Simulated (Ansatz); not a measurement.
Frontier orbitals of ClH7N2Si2, SMILES `N[Si](N)([SiH3])Cl`.

```xyz
12

N     0.4685    1.7404   -0.0589
Si   -0.4461    0.3064   -0.0886
N    -1.2901    0.2346    1.3928
Si    0.9931   -1.4535   -0.6503
Cl   -1.9679    0.2251   -1.5094
H     0.0358    2.6051    0.2290
H     1.2072    1.8954   -0.7255
H    -2.1470   -0.2875    1.4668
H    -0.7887    0.2763    2.2653
H     1.9947   -1.6811    0.4291
H     1.7303   -1.1574   -1.9109
H     0.2102   -2.7038   -0.8395
```

Total charge 0; spin multiplicity 1. All single points use the PBE0-D4/def2-TZVP geometry. It is one conformer, not always the lowest. Basis def2-TZVPP, Ansatz.

Orbital energies of one run (eV). Highest occupied ones, from the top: -5.94, -6.34, -6.92, -7.49, -8.10, -8.26, -8.38, -9.57, -10.24, -12.07, -12.25, -12.60, -13.56, -19.75. Empty: -0.42, -0.32, 0.04, 0.44, 1.03, 1.22.

Problem. Which functional gave them?
A. B97M-V
B. B3LYP
C. r2SCANh
D. BLYP

Solution. D. HOMO energies: BLYP -5.94, r2SCANh -6.81, B97M-V -6.46, B3LYP -7.12 eV.

B3LYP here is the variant with VWN-RPA as its local correlation; programs differ in this.
